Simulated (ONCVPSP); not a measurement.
sulfur (S), ONCV: configuration errors across variants

```
Element                 : S
Generator               : ONCVPSP 4.0.1
Type                    : optimised norm-conserving Vanderbilt (ONCV)
Functional              : BLYP
Relativity              : scalar-relativistic
Frozen core             : [Ne]
Valence charge          : 6
Reference configuration : 3s2 3p2 (charge +2)
Partial waves           : 3s: rc 1.45 bohr, ncon 4, nbas 8, qcut 5.6 1/bohr, 3 projectors, debl 3 Ha; 3p: rc 1.40 bohr, ncon 3, nbas 8, qcut 5 1/bohr, 2 projectors, debl 2.8 Ha; d scattering state at 0.1 Ha: rc 1.25 bohr, ncon 4, nbas 8, qcut 7.1 1/bohr, 3 projectors, debl 2 Ha
Local potential         : polynomial inside 1.15 bohr (lpopt 5, dvloc0 -1 Ha)
Core correction         : Teter function, fcfact 5.25, rcfact 1.2
```

All-electron excitation energies from the reference (eV): (1) 3s2 3p4 -33.756; (2) 3s2 3p3 -22.137; (3) 3s2 3p1 33.927; (4) 3s0 3p6 -12.996.

1 further variants failed, have other tests or too few solved ones, and are left out.

A true bound ghost makes a file unfit for plane-wave use even where its test errors are small: the radial tests pick states by their node count and pass the ghost by.

Errors AE − PS in meV (a dash: test not solved or not reliable):

```
    change  (1)   (2)  (3)  (4)  bound ghosts  GHOST(+) flags above zero
      base  +21  +9.1  +19  +16             d                       s, d
s: rc 1.16  +20  +8.8  +19  +15          s, d                       s, d
s: rc 1.34  +20  +9.0  +19  +17          s, d                          d
s: rc 1.56  +21  +9.3  +20  +16             d                       s, d
s: rc 1.94  +27   +12  +25  +23             d                       s, d
 s: rc 2.1  +33   +14  +29  +32             d                       s, d
```

(1) Give the same row for: s: rc 1.76.

## Answers

(1) +24, +10, +22, +17; bound ghosts: d; GHOST(+) flags above zero: s, d.
